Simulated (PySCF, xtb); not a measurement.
F₂H₂HfS₂, SMILES [F][Hf]([F])([SH])[SH], multiplicity 1.

xtb with GFN2-xTB at its own geometry gives an orbital gap of 2.62 eV and a dipole moment of 1.77 D.

Geometry optimised at B3LYP-D3(BJ)/def2-SVP. A frequency run showed that this geometry is not a minimum. The multiplicity is an assumed one; no other spin state was optimised. The structure was generated by enumeration; whether it is a known compound was not checked. The def2 effective core potentials stand for the cores of Hf; spin–orbit coupling is left out. Other conformers were not sampled.

**Question.** What does ωB97X/def2-TZVP (PySCF) give? (Estimate from the structure and the level; the computed values follow.)

**Answer.** gap 10.17 eV (levels -10.51 and -0.34 eV), dipole 0.73 D.
